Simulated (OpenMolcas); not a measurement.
**Lines of P: computed and rescaled rates**

- Program: OpenMolcas 26.06
- Method: RASSCF
- Basis: ANO-RCC-VQZP [6s5p3d2f1g]
- Scalar Hamiltonian: DKH2, point nucleus
- Active space: 5 electrons in 9 orbitals (RAS2 3s 3p; RAS3 3d, at most 2 electrons)
- State averaging: 2S+1 = 4 odd, 1 root; 2S+1 = 2 odd, 8 roots; 2S+1 = 2 even, 8 roots
- Spin-orbit coupling: state interaction with AMFI integrals over the reference wave functions, term energies averaged over their components

Rates come from the transition moments of the reference wave functions (E1 and E2 in the length form). At fixed line strength A goes as λ^-3 for E1 and M1 and as λ^-5 for E2, so a rate at the computed wavelength can be rescaled to the measured one. Measured vacuum wavelengths follow from level energies in NIST Handbook of Basic Atomic Spectroscopic Data. Branching counts decays inside the model space alone, at computed energies, and the table is only a selection of the E2 and M1 lines, drawn from those between levels with measured partners whose computed energy lies within a factor of 1.5 of the measured one.

| Upper | Lower | Type | λ computed (nm) | λ measured (nm) | A computed (s-1) | A rescaled (s-1) | Branching % |
| --- | --- | --- | --- | --- | --- | --- | --- |
| 3s2 3p3 2P* 3/2 | 3s2 3p3 2D* 5/2 | E2 | 1234 | 1357 | 1.16e-01 | 7.21e-02 | 48.8 |
| 3s2 3p3 2P* 1/2 | 3s2 3p3 2D* 3/2 | E2 | 1234 | 1358 | 1.00e-01 | 6.20e-02 | 51.2 |
| 3s2 3p3 2P* 1/2 | 3s2 3p3 2D* 5/2 | E2 | 1235 | 1361 | 6.65e-02 | 4.09e-02 | 34.0 |
| 3s2 3p3 2P* 3/2 | 3s2 3p3 4S* 3/2 | M1 | 440.8 | 533.4 | 5.01e-02 |  | 21.0 |
| 3s2 3p3 2P* 3/2 | 3s2 3p3 2D* 3/2 | E2 | 1233 | 1354 | 4.99e-02 | 3.12e-02 | 20.9 |
| 3s2 3p3 2P* 1/2 | 3s2 3p3 4S* 3/2 | M1 | 440.9 | 534.1 | 2.01e-02 |  | 10.3 |
| 3s2 3p3 2P* 3/2 | 3s2 3p3 2D* 3/2 | M1 | 1233 | 1354 | 1.43e-02 |  | 6.0 |
| 3s2 3p3 2P* 1/2 | 3s2 3p3 2D* 3/2 | M1 | 1234 | 1358 | 8.92e-03 |  | 4.6 |
| 3s2 3p3 2P* 3/2 | 3s2 3p3 2D* 5/2 | M1 | 1234 | 1357 | 8.02e-03 |  | 3.4 |
| 3s2 3p3 2D* 5/2 | 3s2 3p3 4S* 3/2 | E2 | 685.7 | 879 | 1.40e-04 |  | 99.3 |
| 3s2 3p3 2D* 3/2 | 3s2 3p3 4S* 3/2 | E2 | 686 | 880.2 | 8.96e-05 |  | 64.5 |
| 3s2 3p3 2D* 3/2 | 3s2 3p3 4S* 3/2 | M1 | 686 | 880.2 | 4.94e-05 |  | 35.5 |

Spin-changing lines and M1 lines between different terms are not rescaled, since their strength hangs on the term gaps too.

The largest correction is for 3s2 3p3 2P* 1/2 → 3s2 3p3 2D* 5/2 (E2): 6.65e-02 × (1235 / 1361)^5 = 4.09e-02 s-1, a factor of 0.62.

No measured rate stands beside these. Rescaling mends the energy factor alone: line strengths can still be far off where a level mixes with configurations outside the active space, and weak or spin-changing lines hang on small mixing coefficients that depend on the term gaps too, so rescaling need not improve them.

Without dynamic correlation excited terms often stand tens of per cent too high (terms of higher spin than the ground term too low), and those without a measured partner can miss by more than the paired ones. The run also gave levels led by 3s2 3p2 3d, which use shells meant for correlation; these and all levels above them are left out. Measured partners are found by configuration, term and J. A level has none where our copy of the source lacks it or the pairing is in doubt (some pairs that miss far off the trend of their configuration count as doubtful). Levels of configurations outside the active space are missing.

* marks odd parity.
